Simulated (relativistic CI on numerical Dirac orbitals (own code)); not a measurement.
V¹⁰⁺: what numerical and physical settings do to a radial Dirac CI calculation

Reference input:

```
atom V  Z=23  charge=10  electrons=13
nucleus A=51  rms_radius_fm=3.6002
hamiltonian dirac-coulomb  breit=on  qed=on  c_scale=1
orbitals kli  potential=per-configuration
slater_scale 1
correlation none
mixing on
grid step=0.0125 r_max=9.3
scf mixing=0.4 start=green max_iterations=150 tolerance=2e-08 node_fill=0.05
configurations
  [Ne] 3s2 3p
end
```

Computed lowest total energy -909.65265 Ha, first excitation 9849.0 cm⁻¹, 10 SCF steps. Runs with settings changed; * marks those that are bad on purpose:

| Changed | Outcome | Lowest level | ΔE (Ha) | First excitation (cm⁻¹) | SCF steps | Message |
| --- | --- | --- | --- | --- | --- | --- |
| iteration limit 20 | converged | 3p 2P°_1/2 | 0 | 9849.0 | 10 |  |
| end of the grid at 4.65 bohr | not converged |  |  |  | 10 | orbital 3s not found |
| Breit term off | converged | 3p 2P°_1/2 | -0.301 | 10170.4 | 10 |  |
| end of the grid at 2.33 bohr * | not converged |  |  |  | 10 | orbital 2p1/2 not found |
| nuclear radius 360.02 fm * | converged | 3p 2P°_1/2 | 14.7 | 9768.3 | 10 |  |
